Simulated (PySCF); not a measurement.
B2Cl3, SMILES Cl[B]B(Cl)Cl (connectivity only; charge and spin as stated), charge +1, multiplicity 1.

The structure is a stationary point at PBE-D3(BJ)/def2-SVP. The spin state was assumed, not searched. The isomer is the one that the SMILES or the coordinates give; other isomers of the formula were not compared. The values are those of a single conformer.

All values below come from PBE/def2-TZVP in PySCF.

Isolated molecule, no solvent.

```
Item                                                               Value
------------------------------------------------  ----------------------
total energy                                         -1429.49012 hartree
point group                                                          C2v
highest occupied level                                         -12.99 eV
lowest empty level                                             -10.19 eV
orbital gap                                                      2.80 eV
dipole moment about the centre of nuclear charge                  4.08 D
mean static polarisability                          64.9 bohr³ (9.61 Å³)
polarisability, principal values                  38.3, 70.1, 86.2 bohr³
```
